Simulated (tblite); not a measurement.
Isomers of C6H5O2S (doublet state). Level: GFN2-xTB in tblite, geometry and Hessian alike; calculated harmonic values, unscaled, isolated species. Errors from tens to a few hundred cm⁻¹ against measured bands are possible. One conformer each. Open shells enter through the occupations alone, without spin polarisation, and single modes of such species can be off by tens of per cent.

Electronic energies: GFN2-xTB at the same geometries; isomer energies are rough at this level and their order can be wrong.

| SMILES | electronic energy, lowest = 0 (kcal/mol) |
| --- | --- |
| [CH2]Sc1ccc(=O)oc1 | 29.6 |
| C#C[C]1C(=O)[C@@H](C)[S@@]1=O | 67.8 |
| [CH2]c1ccc(C(=O)O)s1 | 0.0 |

Q: How do GFN2-xTB zero-point energies change the relative energies?

A: 
```csv
SMILES,ZPE (kcal/mol),of it from modes above 1550 cm⁻¹,electronic (kcal/mol),"with ZPE, lowest = 0 (kcal/mol)",lowest mode (cm⁻¹),rings
[CH2]c1ccc(C(=O)O)s1,58.4,25.4,0.0,0.0,76,1
[CH2]Sc1ccc(=O)oc1,57.6,27.1,29.6,28.7,66,1
C#C[C]1C(=O)[C@@H](C)[S@@]1=O,56.6,27.6,67.8,66.0,38,1
```

The zero-point energies span 1.8 kcal/mol, from `C#C[C]1C(=O)[C@@H](C)[S@@]1=O` to `[CH2]c1ccc(C(=O)O)s1`. The order is unchanged.

Q: What do entropy and thermal enthalpy add at 298.15 K and 1 bar (rigid rotor, harmonic oscillator, one conformer each)?

A: 
| SMILES | point group | symmetry number | S (cal/(mol K)) | H − H(0) (kcal/mol) | ZPE + H − H(0) − TS (kcal/mol) |
| --- | --- | --- | --- | --- | --- |
| [CH2]c1ccc(C(=O)O)s1 | Cs | 1 | 92.4 | 5.93 | 36.8 |
| [CH2]Sc1ccc(=O)oc1 | C1 | 1 | 93.3 | 6.07 | 35.8 |
| C#C[C]1C(=O)[C@@H](C)[S@@]1=O | C1 | 1 | 100.3 | 6.89 | 33.6 |

S holds R ln(2S + 1) for the spin.
